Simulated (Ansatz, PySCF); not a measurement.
Molecule: silanone, sum formula H$_{2}$SiO (charge 0, singlet). 
Structure (B3LYP-D3(BJ)/def2-TZVP (Ansatz, a first-principles code) minimum search):
```
Si
O 1 1.5195
H 1 1.4808 2 124.04
H 1 1.4808 3 111.91 2 180.00
```
Charge 0, spin multiplicity 1.

Quantity: atomisation energy (electronic, to ground-state atoms), in kJ/mol. Valence correlation only, unless marked. UHF or UKS for open shells. No spin-orbit coupling. No relativistic terms. The coupled-cluster limit lacks core correlation, which all-electron functionals hold. CBS marks a two-point X^-3 extrapolation of the correlation energy; Hartree-Fock from the larger set.

```
level                            program  atomisation energy (kJ/mol)
------------------------  --------------  ---------------------------
HF/cc-pV(D+d)Z                    Ansatz                        786.4
HF/def2-SVP                       Ansatz                        795.9
HF-D4/def2-TZVPD           PySCF + dftd4                        856.2
revPBE-D4/def2-TZVPD      Ansatz + dftd4                       1247.6
BP86-D3(BJ)/def2-TZVPD     PySCF + dftd3                       1308.8
TPSS-D4/def2-TZVPD         PySCF + dftd4                       1286.5
r2SCAN-D3(BJ)/def2-TZVPD  Ansatz + dftd3                       1265.0
```

Q: Estimate the value at CCSD(T)/CBS(aug-cc-pV(T+d)Z,aug-cc-pV(Q+d)Z) as computed with Ansatz.

A: 1277.5 kJ/mol
